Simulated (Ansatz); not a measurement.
`[CH3][Mo]([F])(=[S])=[S]` + H₂O → `[OH][Mo]([F])(=[S])=[S]` + CH₄ at 700 K and 1 bar (formal hydrolysis of a Mo–C bond).

Gas-phase electronic energies from Ansatz, PBE0-D4/def2-TZVP geometries. CCSD(T)/CBS is the MP2 limit (def2-TZVPP, def2-QZVPP) plus CCSD(T) − MP2 in def2-TZVPP, frozen cores. This one scheme is used for every species. def2 core potentials past Kr. For Mo outer-core shells are correlated without core-valence functions, which leaves a few kJ/mol of doubt a bond. Each species was taken in one conformer, which may not be the lowest.

```json
{"species": "`[CH3][Mo]([F])(=[S])=[S]`", "CCSD(T)/CBS energy (Eh)": "-1003.45925", "H − E (kJ/mol)": "181.5", "S (J/(mol·K))": "468.2"}
{"species": "H₂O", "CCSD(T)/CBS energy (Eh)": "-76.37941", "H − E (kJ/mol)": "80.5", "S (J/(mol·K))": "218.4"}
{"species": "`[OH][Mo]([F])(=[S])=[S]`", "CCSD(T)/CBS energy (Eh)": "-1039.41067", "H − E (kJ/mol)": "115.5", "S (J/(mol·K))": "442.5"}
{"species": "CH₄", "CCSD(T)/CBS energy (Eh)": "-40.46206", "H − E (kJ/mol)": "145.9", "S (J/(mol·K))": "224.0"}
```

H − E and S are ideal-gas, rigid-rotor, harmonic terms from PBE0-D4/def2-TZVP, for one conformer and one mirror image of each species. 1 Eh = 2625.50 kJ/mol, R = 8.31446 J/(mol·K).

**Question.** By hand: ΔE, ΔH, ΔS and ΔG.

**Answer.** ΔE = (-1039.41067) + (-40.46206) − (-1003.45925) − (-76.37941) = -0.03407 Eh = -89.5 kJ/mol. Δ(H − E) = 115.5 + 145.9 − 181.5 − 80.5 = -0.6, so ΔH = -90.1 kJ/mol. ΔS = 442.5 + 224.0 − 468.2 − 218.4 = -20.1 J/(mol·K). ΔG = -90.1 − 700 × (-20.1)/1000 = -76.0 kJ/mol.

**Question.** By hand: the equilibrium constant, and the temperature at which ΔG would vanish if ΔH and ΔS stayed fixed.

**Answer.** log₁₀ K = −ΔG/(RT ln 10) = 5.7. ΔG = 0 at ΔH/ΔS = 4483 K, far beyond where these terms or the molecules hold.

ΔH outweighs TΔS. A doubt of 5 kJ/mol in ΔE shifts log₁₀ K by 0.4 here. Other conformers and mirror images would add mixing entropy, several J/(mol·K) or more a flexible species. These are equilibria of isolated gas molecules and say nothing of rates. Largest T1 diagnostic: 0.025 (customary marks: 0.02 for closed shells, 0.045 for open ones).
